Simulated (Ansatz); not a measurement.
Reactions of F2GeH2O (`[OH][GeH]([F])[F]`).

Isolated molecules relaxed with PBE0-D4/def2-TZVP in Ansatz; ΔE leaves out vibrations. CBS: MP2 limit from def2 TZ/QZ plus the TZ coupled-cluster correction, frozen cores. This one scheme is used for every species, atoms too. Open shells (•) are unrestricted, without spin–orbit coupling. Spin–orbit coupling would lower the free atoms: a little for F. Bonds to Ge are less sure, by a few kJ/mol each and by 10 to 20 or more in all where they break to atoms, as the def2 sets lack core-valence functions. Scalar relativity is left out up to krypton. One conformer a species, not always the lowest.

**Question.** Order these by ΔE at CCSD(T)/CBS, lowest first. (Estimate.)
A. `[OH][GeH]([F])[F]` + F• → `[OH][Ge]([F])[F]`• + H–F
B. `[OH][GeH]([F])[F]` + H• → `[OH][Ge]([F])[F]`• + H₂
C. `[OH][GeH]([F])[F]` + CH₃NH₂ → `C[NH][GeH]([F])[F]` + H₂O
D. `[OH][GeH]([F])[F]` + `BN` → `N[BH][GeH]([OH])[F]` + H–F

**Answer.** A (-199.3 kJ/mol), B (-63.9 kJ/mol), C (+15.2 kJ/mol), D (+64.6 kJ/mol).

Largest T1 diagnostic: 0.015, for `[OH][Ge]([F])[F]`•.
